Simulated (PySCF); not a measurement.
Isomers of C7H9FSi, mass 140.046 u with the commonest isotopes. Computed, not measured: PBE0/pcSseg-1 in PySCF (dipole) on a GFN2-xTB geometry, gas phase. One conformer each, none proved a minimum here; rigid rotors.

Problem. Order these by radius of gyration √(Σ m r²/M), smallest first.
A. `[F:1][C:2]1=[CH:3]/[CH2:4]/[CH:5]=[CH:6]\[SiH2:7]/[CH:8]=[CH:9]\1` with C2–C3–C4–C5 -93°, C3–C4–C5–C6 89°, C5–C6–Si7–C8 -41°, C6–Si7–C8–C9 -3°
B. `C[C@@H]1[SiH2]C=C1C#CCF`
C. `[CH:1]#[C:2][Si@@:3]1([F:4])[CH:5]=[C:6]([CH3:7])[CH2:8][CH2:9]1` with C2–Si3–C5–C6 113°, C5–C6–C8–C9 12°, C6–C8–C9–Si3 -17°, C2–Si3–C9–C8 -107°

Solution. A (2.148 Å), C (2.243 Å), B (2.710 Å).

Problem. Order these by rotational constant A, largest first.
A. `[CH:1]#[C:2][Si@@:3]1([F:4])[CH:5]=[C:6]([CH3:7])[CH2:8][CH2:9]1` with C2–Si3–C5–C6 113°, C5–C6–C8–C9 12°, C6–C8–C9–Si3 -17°, C2–Si3–C9–C8 -107°
B. `C[C@@H]1[SiH2]C=C1C#CCF`
C. `[F:1][C:2]1=[CH:3]/[CH2:4]/[CH:5]=[CH:6]\[SiH2:7]/[CH:8]=[CH:9]\1` with C2–C3–C4–C5 -93°, C3–C4–C5–C6 89°, C5–C6–Si7–C8 -41°, C6–Si7–C8–C9 -3°

Solution. B (3511 MHz), A (2258 MHz), C (2017 MHz).

Problem. Order these by out-of-plane moment Σ m c² = (Ia + Ib − Ic)/2, smallest first.
A. `C[C@@H]1[SiH2]C=C1C#CCF`
B. `[F:1][C:2]1=[CH:3]/[CH2:4]/[CH:5]=[CH:6]\[SiH2:7]/[CH:8]=[CH:9]\1` with C2–C3–C4–C5 -93°, C3–C4–C5–C6 89°, C5–C6–Si7–C8 -41°, C6–Si7–C8–C9 -3°
C. `[CH:1]#[C:2][Si@@:3]1([F:4])[CH:5]=[C:6]([CH3:7])[CH2:8][CH2:9]1` with C2–Si3–C5–C6 113°, C5–C6–C8–C9 12°, C6–C8–C9–Si3 -17°, C2–Si3–C9–C8 -107°

Solution. A (16.70 u·Å²), B (37.58 u·Å²), C (93.89 u·Å²).

```csv
SMILES,point group,Ia (u·Å²),Ib (u·Å²),Ic (u·Å²),κ,μa (D),μb (D),μc (D)
FC1=C/C/C=C\[SiH2]/C=C\1,C1,250.62,433.37,608.83,-0.43,0.92,0.69,0.75
C[C@@H]1[SiH2]C=C1C#CCF,C1,143.96,901.18,1011.73,-0.96,0.69,1.19,0.39
C#C[Si@@]1(F)C=C(C)CC1,C1,223.80,574.43,610.46,-0.93,1.75,1.77,1.00
```
